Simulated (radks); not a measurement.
The numbers below are computed, except where a source is named.
Question: Ionisation of Ge, [Ar] 3d10 4s2 4p2, to Ge+, [Ar] 3d10 4s2 4p1, under several functionals. Scalar-relativistic Kohn-Sham, spin-polarised, spherical densities, point nucleus; open shells are filled with parallel spins first; a radial shooting solver on a logarithmic mesh with Libxc functionals. The NIST Atomic Spectra Database gives 7.899 eV (measured). Rank these functionals by the error of their Delta-SCF ionisation energy: B86b exchange with PBE correlation; LDA (Slater exchange, Perdew-Wang correlation); XLYP; RPBE.

Answer: From best to worst: RPBE 7.915 eV (+0.016); B86b exchange with PBE correlation 7.961 eV (+0.062); LDA (Slater exchange, Perdew-Wang correlation) 8.033 eV (+0.134); XLYP 7.751 eV (-0.148). Open shells are spherical and high-spin; term and fine-structure splittings are not resolved.
